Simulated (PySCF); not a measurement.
Molecule: SMILES C#CC1(C)CCC1, C₇H₁₀.

Bonds (- single, = double, # triple, : aromatic): C1#C2, C2-C3, C3-C4, C3-C5, C5-C6, C6-C7, C7-C3. C1 carries H8; C4 carries H9, H10, H11; C5 carries H12, H13; C6 carries H14, H15; C7 carries H16, H17.

Frames of a GFN2-xTB Langevin trajectory at 300 K; GIAO PBE0/pcSseg-1 shieldings in PySCF 2.14.0 with density-fitted response routines, gas phase, non-relativistic; equivalent atoms averaged within each frame.

Referencing at the same level of theory: ¹³C (σref 186.93) and ¹H (σref 31.72) against TMS. The references are static minima.

Task: How do the shifts (ppm) fluctuate along the trajectory?

Result: 
```csv
time (fs),C2,C1,C5/C7,C3,C4,C6,H13/H17,H12/H16,H14,H8
optimised geometry,97.8,76.1,35.2,28.9,30.4,13.8,2.49,1.93,1.96,1.79
250,102.4,79.1,41.7,33.6,27.4,18.8,3.08,2.81,2.79,2.10
425,104.6,82.2,41.6,37.0,25.2,12.4,3.18,2.39,2.22,1.73
625,97.8,74.1,40.8,34.2,23.7,18.7,2.70,2.40,2.21,2.32
800,98.2,75.6,38.0,32.9,32.2,15.8,3.35,1.73,1.95,2.78
1000,101.8,81.7,39.0,28.6,32.2,15.8,1.61,1.72,2.57,3.37
mean of frames,101.0,78.5,40.2,33.2,28.1,16.3,2.78,2.21,2.35,2.46
standard deviation,2.9,3.6,1.6,3.0,3.9,2.6,0.70,0.47,0.33,0.64
```

5 frames give an uncertainty of the mean of about the standard deviation over 2.2 at best, since frames this close in time may not be independent; classical motion lacks zero-point vibration, and the reference would need the same averaging.
